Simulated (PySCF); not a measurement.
**Vertical excitation energies**

Compound: C10H10Ge.
SMILES: `C1=CC=[C]([GeH]2[CH]=CC=[CH]2)C=C1`

Computed, not measured: PySCF, TDDFT CAM-B3LYP/def2-SVPD, vertical, gas phase, core orbitals frozen in the response. The structure is a single PBE0-D3(BJ)/def2-SVP conformer in the gas phase; no vibrational or solvent corrections. The CAM-B3LYP/def2-SVPD calculation is non-relativistic and has no spin–orbit coupling, an omission that weighs most on germanium. Torsions of this conformer, `[CH:1]1=[CH:2][GeH:3]([c:4]2[cH:5][cH:6][cH:7][cH:8][cH:9]2)[CH:10]=[CH:11]1`: C2–Ge3–C4–C5 53°.

| state | E (eV) | E (hartree) | f | main configurations (H = HOMO, L = LUMO) |
| --- | --- | --- | --- | --- |
| S1 | 4.50 | 0.1654 | 0.049 | H→L (95%) |
| S2 | 5.25 | 0.1929 | 0.0022 | H-1→L (60%), H-4→L (37%) |
| S3 | 5.37 | 0.1974 | 0.0006 | H-2→L+1 (46%), H-1→L+2 (33%), H→L+2 (8%) |
| S4 | 5.86 | 0.2152 | 0.102 | H→L+1 (56%), H-1→L+1 (19%), H-2→L+2 (9%) |
| S5 | 6.09 | 0.2238 | 0.0063 | H-3→L (42%), H-5→L (40%) |
| S6 | 6.17 | 0.2268 | 0.012 | H-1→L+1 (39%), H→L+1 (32%), H-2→L+2 (14%) |
| S7 | 6.20 | 0.2279 | 0.0006 | H-2→L (96%) |
| S8 | 6.44 | 0.2366 | 0.0027 | H-4→L (56%), H-1→L (36%) |
| S9 | 6.56 | 0.2409 | 0.0032 | H→L+3 (49%), H→L+4 (31%) |
| S10 | 6.57 | 0.2415 | 0.014 | H→L+2 (46%), H-5→L (14%), H-3→L (12%) |

Triplets (Tamm–Dancoff): T1 2.72 eV, H→L (89%); T2 4.03 eV, H-1→L+1 (42%), H-2→L+2 (32%), H→L+1 (8%); T3 4.73 eV, H-2→L+1 (62%), H-1→L+2 (26%); T4 4.75 eV, H-2→L+2 (58%), H-1→L+1 (29%).

The lowest singlet comes at 276 nm (434 kJ/mol) in the ultraviolet; it is of moderate strength; its leading configuration is HOMO→LUMO (95%). The strongest level in the table is S4 at 5.86 eV (212 nm, f = 0.102). Löwdin shares by element: HOMO carbon 82% or more (atoms not listed hold the other 18%); LUMO carbon 74% or more (atoms not listed hold the other 26%). Orbital energies (eV): HOMO-3 -9.72, HOMO-2 -8.60, HOMO-1 -8.51, HOMO -7.92, LUMO -0.32, LUMO+1 0.45, LUMO+2 0.72. Weighted by f, the mean energy of these states is 5.60 eV. Of the 10 states listed, 4 reach f = 0.01 and none stays under 0.0005. No computed singlet lies in the visible range (380 to 750 nm); the lowest, at 276 nm, stands 1.24 eV above its violet end (3.26 eV); a Tamm–Dancoff triplet lies at 455 nm, without intensity as long as spin–orbit coupling is left out. The window holds the lowest 10 singlets.
